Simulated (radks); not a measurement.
Effect of the nuclear size on the tantalum ion Ta+, [Xe] 4f14 5d3 6s1. Calculated with a radial shooting solver on a logarithmic mesh with Libxc functionals: Dirac Kohn-Sham, LDA (Slater exchange, Perdew-Wang correlation), spin-unpolarised, spherical densities, finite nucleus; open shells fill j = l - 1/2 first; Fermi nuclear charge, rms radius 5.3507 fm. The rms radius is varied about that value; shifts are against it.

| rms radius (fm) | total energy shift (eV) | density at nucleus (e/bohr^3) | 1s1/2 shift (meV) | 2s1/2 shift (meV) | 5p1/2 shift (meV) | 6s1/2 shift (meV) | 5d3/2 shift (meV) | 6p1/2 (empty) shift (meV) | 7s1/2 (empty) shift (meV) |
|---|---|---|---|---|---|---|---|---|---|
| 4.6337 | -13.4 | 1.372e+06 | -5430 | -759 | 0.261 | -0.671 | 0.271 | 0.094 | -0.102 |
| 4.8424 | -9.62 | 1.352e+06 | -3910 | -545 | 0.187 | -0.482 | 0.195 | 0.068 | -0.073 |
| 5.3507 | 0 | 1.307e+06 | 0.000 | 0.000 | 0.000 | 0.000 | 0.000 | 0.000 | 0.000 |
| 5.5754 | 4.45 | 1.289e+06 | 1810 | 252 | -0.087 | 0.223 | -0.090 | -0.031 | 0.034 |
| 6.4743 | 23.5 | 1.226e+06 | 9530 | 1330 | -0.455 | 1.18 | -0.475 | -0.165 | 0.179 |

Slopes of the eigenvalues against <r^2> in GHz/fm^2, as finite differences over the two radii next to the reference (eigenvalue slopes, not the field-shift constants of lines): 1s1/2 181000, 2s1/2 25300, 5p1/2 -8.68, 6s1/2 22.3, 5d3/2 -9.03, 6p1/2 (empty) -3.13, 7s1/2 (empty) 3.40.
